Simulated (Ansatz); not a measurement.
Isomers of C$_{2}$H$_{6}$AlBr, relaxed with PBE0-D4/def2-TZVP in Ansatz; electronic energies, one conformer each and not always the lowest. Functionals use def2-TZVPP; CBS adds triple-zeta CCSD(T) − MP2 to the MP2 limit of def2-TZVPP and def2-QZVPP.

Outer-core shells of Br are correlated without core-valence functions. Scalar relativity is left out up to krypton. Spin–orbit coupling is left out.

(1) Order them by energy at frozen-core CCSD(T)/CBS, lowest first. (Estimate.)
A. `[CH3][AlH][CH2]Br`
B. `[AlH2][CH2]CBr`
C. `C[CH2][AlH][Br]`

(2) How do B2PLYP, MP2/CBS(def2), HF/CBS(def2), B3LYP place them (kcal/mol, against `C[CH2][AlH][Br]`)? (An estimate is asked.)

Results:

(1) C (0.0 kcal/mol), A (41.7 kcal/mol), B (52.5 kcal/mol).

(2) Computed: 
| isomer | B2PLYP | MP2/CBS(def2) | HF/CBS(def2) | B3LYP |
| --- | --- | --- | --- | --- |
| `[CH3][AlH][CH2]Br` | 41.4 | 42.6 | 44.8 | 40.8 |
| `[AlH2][CH2]CBr` | 52.0 | 53.6 | 54.2 | 51.3 |

B3LYP here is the variant with VWN-RPA as its local correlation; programs differ in this.
